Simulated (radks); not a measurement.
The numbers below are computed, except where a source is named.
Task: O2-, 10 electrons, occupied as [Ne]. Level of theory: scalar-relativistic Kohn-Sham, LB94 model potential, spin-polarised, spherical densities, finite nucleus; Fermi nuclear charge, rms radius 2.6991 fm; Watson sphere of charge +2 and radius 2.6 bohr (a radial shooting solver on a logarithmic mesh with Libxc functionals). Some entries of the table are withheld. Estimate them.

orbital,occ.,eigenvalue (hartree),r(max) (bohr)
1s,2,(1),(2)
2s,2,(3),(4)
2p,6,(5),(6)

Result: 
(1) 1s eigenvalue (hartree): -19.52727
(2) 1s r(max) (bohr): 0.1294
(3) 2s eigenvalue (hartree): -0.88111
(4) 2s r(max) (bohr): 0.8921
(5) 2p eigenvalue (hartree): -0.38155
(6) 2p r(max) (bohr): 0.8567
